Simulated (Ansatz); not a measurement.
C₂H₆FNSi₂. Charge 0, multiplicity 1. The bonds changed during the relaxation, so this is another structure than the one it started from.

```csv
atom,x (Å),y (Å),z (Å)
C1,1.5505,-1.0480,0.1255
Si2,-0.0974,-0.6695,0.9075
C3,-1.0547,0.4203,-0.2754
N4,-1.5637,1.5848,-0.1453
Si5,-1.7518,1.0872,-1.9745
F6,-0.3466,1.7195,-2.5384
H7,2.1383,-1.7071,0.7680
H8,2.1197,-0.1310,-0.0402
H9,1.4088,-1.5396,-0.8389
H10,0.0569,0.0152,2.2246
H11,-1.5377,2.1602,0.6963
H12,-0.9223,-1.8921,1.0907
```

(1) List the harmonic frequencies (cm⁻¹, unscaled) at PBE0-D4/def2-TZVP in Ansatz. (Best estimate.)

(2) Is this a minimum?

(3) Give the ideal-gas thermochemistry at 298.15 K and 1 bar (rigid rotor, harmonic oscillator; point group C1, symmetry number 1).

Results:

(1) Ansatz gave: 46, 65, 127, 171, 197, 268, 357, 408, 501, 515, 642, 686, 734, 777, 824, 843, 881, 895, 943, 1193, 1280, 1446, 1449, 1647, 2190, 2229, 3059, 3146, 3149, 3432.

(2) Yes, all 30 modes are real.

(3) Zero-point energy 204.0 kJ/mol; H(298) − E = 229.2 kJ/mol; entropy 387.2 J/(mol·K), of which translation 168.5, rotation 118.8, vibration 99.9; G(298) − E = 113.8 kJ/mol. Modes under 100 cm⁻¹ are hindered rotations or soft bends, so the harmonic entropy is rough.
